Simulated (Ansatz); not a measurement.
These are PBE0-D3(BJ)/def2-TZVP (Ansatz, a program for electronic structure) values and carry that method's errors. No frequencies were computed at this level.

Ansatz 0.2 input:
```yaml
crystal:
  periodic: [false, false, false]
  atoms:
    - { symbol: C, position_ang: [1.188204, -0.156584, 0.104233] }
    - { symbol: N, position_ang: [0.034038, 0.506326, -0.337449] }
    - { symbol: C, position_ang: [-1.185619, 0.1951, 0.280878] }
    - { symbol: H, position_ang: [1.916922, 0.591618, 0.442567] }
    - { symbol: H, position_ang: [1.02324, -0.89101, 0.907298] }
    - { symbol: H, position_ang: [1.659062, -0.654085, -0.75335] }
    - { symbol: H, position_ang: [-1.889056, -0.157564, -0.484549] }
    - { symbol: H, position_ang: [-1.120635, -0.552775, 1.08591] }
    - { symbol: H, position_ang: [-1.626147, 1.118975, 0.676815] }
basis:
  gaussian: { orbitals: def2-tzvp }
hamiltonian:
  xc: pbe0
  dispersion: d3bj
relax:
  max_steps: 150
magnetization:
  spin_polarized: true
  initial_magnetization: 1
```

Output:

```
[...]
relax step   6: F+E_penalty+E_count = -3657.02022778 eV  Δ(F+E_penalty+E_count) = +1.389e-2 eV  max|allowed force component| = 4.362e-1 eV/Å  Δτ_max = 0.1950 Å  (37 SCF iters, rejected (line search))
these checks for a lower state are left out or cut short: starts, cluster_reference, orbital_swaps, neighbouring_geometries, increment
779 factors; their error is unknown
mean field -3656.93432223 eV, -134.3898575830 hartree, gradient 2.4e-5 eV, S^2 0.755033; 0 other end points of the search recorded, 0 dependent functions left out
reference -3656.93434900 eV, -134.3898585666 hartree; 13, 12 occupied and 116, 117 virtual orbitals, 779 factors
relax step   7: F+E_penalty+E_count = -3657.03448763 eV  Δ(F+E_penalty+E_count) = -3.694e-4 eV  max|allowed force component| = 1.166e-2 eV/Å  Δτ_max = 0.0246 Å  (37 SCF iters, accepted)
these checks for a lower state are left out or cut short: starts, cluster_reference, orbital_swaps, neighbouring_geometries, increment
779 factors; their error is unknown
mean field evaluation 64: about -3656.9356 eV, gradient 5.8e-4 eV
mean field -3656.93563026 eV, -134.3899056521 hartree, gradient 2.1e-5 eV, S^2 0.755047; 0 other end points of the search recorded, 0 dependent functions left out
reference -3656.93565703 eV, -134.3899066358 hartree; 13, 12 occupied and 116, 117 virtual orbitals, 779 factors
relax step   8: F+E_penalty+E_count = -3657.03581189 eV  Δ(F+E_penalty+E_count) = -1.324e-3 eV  max|allowed force component| = 1.314e-1 eV/Å  Δτ_max = 0.0977 Å  (36 SCF iters, accepted)
these checks for a lower state are left out or cut short: starts, cluster_reference, orbital_swaps, neighbouring_geometries, increment
779 factors; their error is unknown
mean field -3656.93643203 eV, -134.3899351166 hartree, gradient 1.9e-5 eV, S^2 0.755044; 0 other end points of the search recorded, 0 dependent functions left out
reference -3656.93645880 eV, -134.3899361005 hartree; 13, 12 occupied and 116, 117 virtual orbitals, 779 factors
relax step   9: F+E_penalty+E_count = -3657.03665871 eV  Δ(F+E_penalty+E_count) = -8.468e-4 eV  max|allowed force component| = 1.951e-1 eV/Å  Δτ_max = 0.0786 Å  (36 SCF iters, accepted)
these checks for a lower state are left out or cut short: starts, cluster_reference, orbital_swaps, neighbouring_geometries, increment
779 factors; their error is unknown
mean field -3656.94061183 eV, -134.3900887213 hartree, gradient 1.5e-5 eV, S^2 0.755007; 0 other end points of the search recorded, 0 dependent functions left out
reference -3656.94063851 eV, -134.3900897019 hartree; 13, 12 occupied and 116, 117 virtual orbitals, 779 factors
relax step  10: F+E_penalty+E_count = -3657.04096271 eV  Δ(F+E_penalty+E_count) = -4.304e-3 eV  max|allowed force component| = 1.314e-1 eV/Å  Δτ_max = 0.0408 Å  (37 SCF iters, accepted)
these checks for a lower state are left out or cut short: starts, cluster_reference, orbital_swaps, neighbouring_geometries, increment
779 factors; their error is unknown
mean field -3656.94916863 eV, -134.3904031779 hartree, gradient 1.3e-5 eV, S^2 0.754919; 0 other end points of the search recorded, 0 dependent functions left out
reference -3656.94919518 eV, -134.3904041538 hartree; 13, 12 occupied and 116, 117 virtual orbitals, 779 factors
relax step  11: F+E_penalty+E_count = -3657.05032057 eV  Δ(F+E_penalty+E_count) = -9.358e-3 eV  max|allowed force component| = 2.649e-1 eV/Å  Δτ_max = 0.2000 Å  (40 SCF iters, accepted)
these checks for a lower state are left out or cut short: starts, cluster_reference, orbital_swaps, neighbouring_geometries, increment
779 factors; their error is unknown
mean field evaluation 96: about -3656.9649 eV, gradient 1.2e-4 eV
mean field -3656.96494601 eV, -134.3909829859 hartree, gradient 8.1e-6 eV, S^2 0.754873; 0 other end points of the search recorded, 0 dependent functions left out
reference -3656.96497267 eV, -134.3909839658 hartree; 13, 12 occupied and 116, 117 virtual orbitals, 779 factors
relax step  12: F+E_penalty+E_count = -3657.06617703 eV  Δ(F+E_penalty+E_count) = -1.586e-2 eV  max|allowed force component| = 6.710e-2 eV/Å  Δτ_max = 0.1999 Å  (37 SCF iters, accepted)
these checks for a lower state are left out or cut short: starts, cluster_reference, orbital_swaps, neighbouring_geometries, increment
779 factors; their error is unknown
mean field -3656.94660363 eV, -134.3903089160 hartree, gradient 1.1e-5 eV, S^2 0.754988; 0 other end points of the search recorded, 0 dependent functions left out
reference -3656.94663062 eV, -134.3903099078 hartree; 13, 12 occupied and 116, 117 virtual orbitals, 779 factors
relax step  13: F+E_penalty+E_count = -3657.04781730 eV  Δ(F+E_penalty+E_count) = +1.836e-2 eV  max|allowed force component| = 5.599e-1 eV/Å  Δτ_max = 0.1951 Å  (38 SCF iters, rejected (line search))
these checks for a lower state are left out or cut short: starts, cluster_reference, orbital_swaps, neighbouring_geometries, increment
779 factors; their error is unknown
mean field -3656.97221684 eV, -134.3912501842 hartree, gradient 8.7e-5 eV, S^2 0.754863; 0 other end points of the search recorded, 0 dependent functions left out
reference -3656.97224357 eV, -134.3912511663 hartree; 13, 12 occupied and 116, 117 virtual orbitals, 779 factors
relax step  14: F+E_penalty+E_count = -3657.07352252 eV  Δ(F+E_penalty+E_count) = -7.345e-3 eV  max|allowed force component| = 6.651e-2 eV/Å  Δτ_max = 0.0972 Å  (34 SCF iters, accepted)
these checks for a lower state are left out or cut short: starts, cluster_reference, orbital_swaps, neighbouring_geometries, increment
779 factors; their error is unknown
mean field -3656.97741073 eV, -134.3914410562 hartree, gradient 8.9e-5 eV, S^2 0.754893; 0 other end points of the search recorded, 0 dependent functions left out
reference -3656.97743752 eV, -134.3914420405 hartree; 13, 12 occupied and 116, 117 virtual orbitals, 779 factors
relax step  15: F+E_penalty+E_count = -3657.07882959 eV  Δ(F+E_penalty+E_count) = -5.307e-3 eV  max|allowed force component| = 1.526e-1 eV/Å  Δτ_max = 0.0975 Å  (36 SCF iters, accepted)
these checks for a lower state are left out or cut short: starts, cluster_reference, orbital_swaps, neighbouring_geometries, increment
779 factors; their error is unknown
mean field evaluation 128: about -3656.9809 eV, gradient 1.8e-5 eV
mean field -3656.98086642 eV, -134.3915680504 hartree, gradient 1.8e-5 eV, S^2 0.754896; 0 other end points of the search recorded, 0 dependent functions left out
reference -3656.98089317 eV, -134.3915690331 hartree; 13, 12 occupied and 116, 117 virtual orbitals, 779 factors
relax step  16: F+E_penalty+E_count = -3657.08234755 eV  Δ(F+E_penalty+E_count) = -3.518e-3 eV  max|allowed force component| = 1.803e-1 eV/Å  Δτ_max = 0.0840 Å  (35 SCF iters, accepted)
these checks for a lower state are left out or cut short: starts, cluster_reference, orbital_swaps, neighbouring_geometries, increment
779 factors; their error is unknown
mean field -3656.98809925 eV, -134.3918338517 hartree, gradient 8.9e-5 eV, S^2 0.754865; 0 other end points of the search recorded, 0 dependent functions left out
reference -3656.98812579 eV, -134.3918348272 hartree; 13, 12 occupied and 116, 117 virtual orbitals, 779 factors
relax step  17: F+E_penalty+E_count = -3657.08974906 eV  Δ(F+E_penalty+E_count) = -7.402e-3 eV  max|allowed force component| = 2.849e-2 eV/Å  Δτ_max = 0.0882 Å  (37 SCF iters, accepted)
these checks for a lower state are left out or cut short: starts, cluster_reference, orbital_swaps, neighbouring_geometries, increment
779 factors; their error is unknown
mean field -3656.98747360 eV, -134.3918108595 hartree, gradient 9.0e-5 eV, S^2 0.754865; 0 other end points of the search recorded, 0 dependent functions left out
reference -3656.98749999 eV, -134.3918118294 hartree; 13, 12 occupied and 116, 117 virtual orbitals, 779 factors
relax step  18: F+E_penalty+E_count = -3657.08950535 eV  Δ(F+E_penalty+E_count) = +2.437e-4 eV  max|allowed force component| = 1.158e-1 eV/Å  Δτ_max = 0.0746 Å  (35 SCF iters, rejected (line search))
these checks for a lower state are left out or cut short: starts, cluster_reference, orbital_swaps, neighbouring_geometries, increment
779 factors; their error is unknown
mean field -3656.98934774 eV, -134.3918797331 hartree, gradient 1.6e-5 eV, S^2 0.754867; 0 other end points of the search recorded, 0 dependent functions left out
reference -3656.98937423 eV, -134.3918807066 hartree; 13, 12 occupied and 116, 117 virtual orbitals, 779 factors
relax step  19: F+E_penalty+E_count = -3657.09106168 eV  Δ(F+E_penalty+E_count) = -1.313e-3 eV  max|allowed force component| = 1.003e-2 eV/Å  Δτ_max = 0.0358 Å  (37 SCF iters, accepted)
these checks for a lower state are left out or cut short: starts, cluster_reference, orbital_swaps, neighbouring_geometries, increment
779 factors; their error is unknown
mean field -3656.99060768 eV, -134.3919260350 hartree, gradient 8.9e-5 eV, S^2 0.754896; 0 other end points of the search recorded, 0 dependent functions left out
reference -3656.99063413 eV, -134.3919270069 hartree; 13, 12 occupied and 116, 117 virtual orbitals, 779 factors
relax step  20: F+E_penalty+E_count = -3657.09237856 eV  Δ(F+E_penalty+E_count) = -1.317e-3 eV  max|allowed force component| = 1.146e-1 eV/Å  Δτ_max = 0.0997 Å  (36 SCF iters, accepted)
these checks for a lower state are left out or cut short: starts, cluster_reference, orbital_swaps, neighbouring_geometries, increment
779 factors; their error is unknown
mean field evaluation 160: about -3656.9915 eV, gradient 1.8e-4 eV
mean field -3656.99151515 eV, -134.3919593839 hartree, gradient 2.1e-5 eV, S^2 0.754880; 0 other end points of the search recorded, 0 dependent functions left out
reference -3656.99154157 eV, -134.3919603549 hartree; 13, 12 occupied and 116, 117 virtual orbitals, 779 factors
relax step  21: F+E_penalty+E_count = -3657.09329490 eV  Δ(F+E_penalty+E_count) = -9.163e-4 eV  max|allowed force component| = 3.030e-2 eV/Å  Δτ_max = 0.0070 Å  (38 SCF iters, accepted)
these checks for a lower state are left out or cut short: starts, cluster_reference, orbital_swaps, neighbouring_geometries, increment
779 factors; their error is unknown
mean field -3656.99205526 eV, -134.3919792327 hartree, gradient 1.4e-5 eV, S^2 0.754879; 0 other end points of the search recorded, 0 dependent functions left out
reference -3656.99208168 eV, -134.3919802036 hartree; 13, 12 occupied and 116, 117 virtual orbitals, 779 factors
relax step  22: F+E_penalty+E_count = -3657.09381860 eV  Δ(F+E_penalty+E_count) = -5.237e-4 eV  max|allowed force component| = 3.010e-3 eV/Å  Δτ_max = 0.0285 Å  (38 SCF iters, accepted)
these checks for a lower state are left out or cut short: starts, cluster_reference, orbital_swaps, neighbouring_geometries, increment
779 factors; their error is unknown
mean field -3656.99243831 eV, -134.3919933094 hartree, gradient 1.7e-5 eV, S^2 0.754893; 0 other end points of the search recorded, 0 dependent functions left out
reference -3656.99246475 eV, -134.3919942809 hartree; 13, 12 occupied and 116, 117 virtual orbitals, 779 factors
relax step  23: F+E_penalty+E_count = -3657.09420370 eV  Δ(F+E_penalty+E_count) = -3.851e-4 eV  max|allowed force component| = 4.054e-2 eV/Å  Δτ_max = 0.0622 Å  (35 SCF iters, accepted)
these checks for a lower state are left out or cut short: starts, cluster_reference, orbital_swaps, neighbouring_geometries, increment
779 factors; their error is unknown
mean field -3656.99258269 eV, -134.3919986154 hartree, gradient 2.5e-5 eV, S^2 0.754887; 0 other end points of the search recorded, 0 dependent functions left out
reference -3656.99260912 eV, -134.3919995866 hartree; 13, 12 occupied and 116, 117 virtual orbitals, 779 factors
relax step  24: F+E_penalty+E_count = -3657.09434537 eV  Δ(F+E_penalty+E_count) = -1.417e-4 eV  max|allowed force component| = 2.014e-2 eV/Å  Δτ_max = 0.0128 Å  (35 SCF iters, accepted)
these checks for a lower state are left out or cut short: starts, cluster_reference, orbital_swaps, neighbouring_geometries, increment
779 factors; their error is unknown
mean field -3656.99261913 eV, -134.3919999544 hartree, gradient 2.0e-5 eV, S^2 0.754884; 0 other end points of the search recorded, 0 dependent functions left out
reference -3656.99264555 eV, -134.3920009252 hartree; 13, 12 occupied and 116, 117 virtual orbitals, 779 factors
relax step  25: F+E_penalty+E_count = -3657.09439106 eV  Δ(F+E_penalty+E_count) = -4.569e-5 eV  max|allowed force component| = 5.274e-3 eV/Å  Δτ_max = 0.0121 Å  (34 SCF iters, accepted)
779 factors; their error is unknown
mean field evaluation 192: about -3656.9999 eV, gradient 2.9e-1 eV
mean field -3656.99261913 eV, -134.3919999543 hartree, gradient 2.2e-5 eV, S^2 0.754884; 1 other end points of the search recorded, 0 dependent functions left out
reference -3656.99264554 eV, -134.3920009251 hartree; 13, 12 occupied and 116, 117 virtual orbitals, 779 factors
Total energy: -3657.09441748 eV, -134.3957409746 hartree
Atom 0 at     1.123970    -0.272479    -0.036024 Å, force     0.005182    -0.005276     0.000581 eV/Å
Atom 1 at     0.049013     0.580713    -0.427616 Å, force    -0.001149     0.003655    -0.000048 eV/Å
Atom 2 at    -1.116345     0.360902     0.366551 Å, force    -0.004274    -0.002057     0.000324 eV/Å
Atom 3 at     1.395563    -0.112108     1.019522 Å, force    -0.000870     0.000038    -0.000806 eV/Å
Atom 4 at     0.841941    -1.334115    -0.120910 Å, force     0.000788     0.002580    -0.000099 eV/Å
Atom 5 at     2.004543    -0.093879    -0.654517 Å, force    -0.000284    -0.000820     0.000300 eV/Å
Atom 6 at    -1.466838    -0.679761     0.277431 Å, force     0.000619     0.001048     0.000689 eV/Å
Atom 7 at    -0.908279     0.522563     1.436206 Å, force     0.000734     0.000646    -0.001340 eV/Å
Atom 8 at    -1.923560     1.028165     0.061709 Å, force    -0.000747     0.000186     0.000398 eV/Å
Dipole moment:    -0.020490    -0.241901     0.266714 e Å
```

Cost: very roughly 50 core-seconds.
